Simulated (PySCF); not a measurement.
Constitutional and geometric isomers with formula C2H4B2. All species are isolated molecules in the gas phase. One relaxed conformer stands for each flexible species; it need not be the lowest. Strings in code marks are SMILES.

The dipole moment from two functionals at the same geometries (CAM-B3LYP-D3(BJ)/def2-TZVP), both in PySCF: PBE-D3(BJ)/def2-TZVP and CAM-B3LYP-D3(BJ)/def2-TZVP. 

| species | CAM-B3LYP-D3(BJ)/def2-TZVP (D) |
|---|---|
| `B1CCB=1` | 1.81 |
| `B(=C=B)C` | 1.51 |
| `BC1=CB1` | 0.73 |
| `CC1=BB1` | 1.85 |

Question: What does PBE-D3(BJ)/def2-TZVP give for each?

Answer: 
- `B1CCB=1`: 2.03
- `B(=C=B)C`: 1.63
- `BC1=CB1`: 0.80
- `CC1=BB1`: 2.09
Over these rows, drawn at random from the members with no instability flagged (it was tested for open shells, ions and some series alone), PBE minus CAM-B3LYP-D3(BJ): mean +0.16 D, from +0.07 D to +0.23 D.
